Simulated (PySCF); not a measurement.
Structure problem from calculated spectra and properties.

Elements present: C, H, N, O and S. Monoisotopic mass: 130.0201 u.

| Property | Result |
| --- | --- |
| UV, first state | lowest singlet excitation: 4.28 eV (290 nm, f = 0.002) [TDDFT CAM-B3LYP/def2-SVPD] |
| Polarisability | 82.7 au [CAM-B3LYP/def2-SVPD] |
| Triplet | lowest triplet excitation (Tamm–Dancoff): 3.49 eV [TDA CAM-B3LYP/def2-SVPD] |
| Rotational structure | rotational constants A, B, C: 2.491, 1.866, 1.081 GHz [GFN2-xTB] |
| 13C NMR | chemical shifts (computed TMS as zero) by class: 185.0 (1 C), 139.4 (1 C), 64.9 (1 C), 12.5 (1 C) ppm [GIAO PBE0/pcSseg-1] |
| Dipole | 4.62 D [CAM-B3LYP/def2-SVPD] |
| UV, strongest line | among the 8 lowest singlet transitions: S2 at 5.16 eV (240 nm, f = 0.070) [TDDFT CAM-B3LYP/def2-SVPD] |
| NMR, other nuclei | isotropic shieldings of nuclei other than C and H, by class: -215 (1 N), -140 (1 N), 222 (1 O), 48 (1 S) ppm [GIAO PBE0/pcSseg-1] |
| 1H NMR | chemical shifts (computed TMS as zero) by class: 4.12 (3 H), 2.73 (3 H) ppm [GIAO PBE0/pcSseg-1] |

Gas-phase values; electronic properties from PySCF, density fitting. Levels stand in brackets. The structure is a single GFN2-xTB conformer in the gas phase; no vibrational or solvent corrections. GFN2-xTB frequencies show an imaginary mode (33i cm⁻¹), so this geometry is no minimum at that level. Each NMR value is the plain mean over a class of atoms that symmetry, rotation or inversion makes alike.

Problem. Which formula fits the mass and the elements?

Solution. C4H6N2OS (calculated 130.0201). No other formula that holds each of these elements comes within 0.0003 u with a fitting electron parity and a possible valence count.

Problem. Propose a structure and show how it fits.

Solution. Numbering: `[CH3:1][O:2][c:3]1[s:4][n:5][n:6][c:7]1[CH3:8]`. Its formula, C4H6N2OS, gives 3 degrees of unsaturation: 1 ring and 2 π bonds in the structure found (Kekulé form). 4 carbons fall into 4 classes; from least to most shielded: aromatic carbon bearing oxygen [C3] (185.0 ppm), substituted aromatic carbon [C7] (139.4 ppm), methoxy carbon [C1] (64.9 ppm), benzylic-type carbon [C8] (12.5 ppm). Hydrogen classes from least to most shielded: 3 H on a methoxy carbon, C1 (4.12 ppm, a mean of values up to 0.8 ppm apart in this geometry), 3 H on a benzylic-type carbon, C8 (2.73 ppm). The other shieldings belong to: -215 ppm, pyridine-type nitrogen [N6]; -140 ppm, pyridine-type nitrogen [N5]; 222 ppm, aryl ether oxygen [O2]; 48 ppm, ring sulfur [S4]. By its constants the optimised geometry is an asymmetric top. Structure: `COC1=C(C)N=NS1`. Computed isomers that give other values at the same levels: `COCc1cnsn1` (13C chemical shifts (computed TMS as zero) by class: 166.4 (1 C), 151.8 (1 C), 76.2 (1 C), 61.8 (1 C) ppm); `CSc1nnc(C)o1` (13C chemical shifts (computed TMS as zero) by class: 174.0 (1 C), 170.4 (1 C), 20.4 (1 C), 13.6 (1 C) ppm); `COCc1ncsn1` (13C chemical shifts (computed TMS as zero) by class: 178.7 (1 C), 177.4 (1 C), 72.3 (1 C), 59.6 (1 C) ppm). The assignments are read from this structure; whether some other isomer fits the data as well wasn't checked.

Conformer computed: `[CH3:1][O:2][c:3]1[s:4][n:5][n:6][c:7]1[CH3:8]`: C1–O2–C3–S4 0°.
